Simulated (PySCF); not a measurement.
**Energy of Ti(2+) (titanium, charge +2) between two integer charges**

The 3d alpha orbital of [Ar] 3d2 is emptied in steps (occupation f), with all orbitals relaxed, ending at [Ar] 3d1. Calculation: PySCF 2.14, in aug-pcseg-2 (7s5p4d3f2g, 81 functions); no relativity, point nucleus. The exact energy is a straight line in f; departures are measured from the line between the end points of the same method.

```tsv
f	PBE0 (eV)	r2SCAN (eV)	LC-wPBE (eV)
1	0.000	0.000	0.000
0.75	-0.965	-1.278	-0.443
0.5	-1.297	-1.716	-0.603
0.25	-0.980	-1.294	-0.462
0	0.000	0.000	0.000
```

```
 method  E(f=0) − E(f=1) (eV)  −ε at f=1 (eV)  −ε at f=0.5 (eV)
   PBE0                27.959          22.855            27.920
 r2SCAN                28.049          21.290            28.008
LC-wPBE                28.054          25.743            28.003
```

Orbital energy along the path (eV):

```json
{"f": "1", "PBE0": "-22.855", "r2SCAN": "-21.290", "LC-wPBE": "-25.743"}
{"f": "0.75", "PBE0": "-25.352", "r2SCAN": "-24.600", "LC-wPBE": "-26.832"}
{"f": "0.5", "PBE0": "-27.920", "r2SCAN": "-28.008", "LC-wPBE": "-28.003"}
{"f": "0.25", "PBE0": "-30.547", "r2SCAN": "-31.480", "LC-wPBE": "-29.248"}
{"f": "0", "PBE0": "-33.210", "r2SCAN": "-34.959", "LC-wPBE": "-30.560"}
```

Reference removal energy between the ground levels: 27.492 eV (measured; NIST Atomic Spectra Database, ionization energies). The calculation has no spin-orbit coupling.
